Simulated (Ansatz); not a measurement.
`[OH][Hf]([F])([F])[I]` + HI → `[F][Hf]([F])([I])[I]` + H₂O at 298.15 K and 1 bar (ligand exchange at the Hf–O bond).

Program: Ansatz. Geometries: PBE0-D4/def2-TZVP. ΔE: electronic, gas phase. CBS: MP2 limit from def2 TZ/QZ plus the TZ coupled-cluster correction, frozen cores. This one scheme is used for every species. def2 core potentials past Kr. For Hf, I outer-core shells are correlated without core-valence functions, which leaves a few kJ/mol of doubt a bond. One conformer a species, not always the lowest.

```csv
species,CCSD(T)/CBS energy (Eh),H − E (kJ/mol),S (J/(mol·K))
`[OH][Hf]([F])([F])[I]`,-621.00680,68.1,396.1
HI,-298.03592,22.7,206.5
`[F][Hf]([F])([I])[I]`,-842.66830,36.7,406.4
H₂O,-76.37941,66.4,188.7
```

H − E and S are ideal-gas, rigid-rotor, harmonic terms from PBE0-D4/def2-TZVP, for one conformer and one mirror image of each species. 1 Eh = 2625.50 kJ/mol, R = 8.31446 J/(mol·K).

Question: By hand: ΔE, ΔH, ΔS and ΔG.

Answer: ΔE = (-842.66830) + (-76.37941) − (-621.00680) − (-298.03592) = -0.00499 Eh = -13.1 kJ/mol. Δ(H − E) = 36.7 + 66.4 − 68.1 − 22.7 = 12.3, so ΔH = -0.8 kJ/mol. ΔS = 406.4 + 188.7 − 396.1 − 206.5 = -7.5 J/(mol·K). ΔG = -0.8 − 298.15 × (-7.5)/1000 = 1.4 kJ/mol.

Question: By hand: the equilibrium constant, and the temperature at which ΔG would vanish if ΔH and ΔS stayed fixed.

Answer: log₁₀ K = −ΔG/(RT ln 10) = -0.2. ΔG = 0 at ΔH/ΔS = 107 K, though so small a ΔH makes that figure unsure.

TΔS isn't small against ΔH here. The sign of ΔG lies within the doubt. A doubt of 5 kJ/mol in ΔE shifts log₁₀ K by 0.9 here. Other conformers and mirror images would add mixing entropy, several J/(mol·K) or more a flexible species. Modes under 60 cm⁻¹, often nearly free rotors, make the harmonic entropy too high. These are equilibria of isolated gas molecules and say nothing of rates. Largest T1 diagnostic: 0.014 (customary marks: 0.02 for closed shells, 0.045 for open ones).
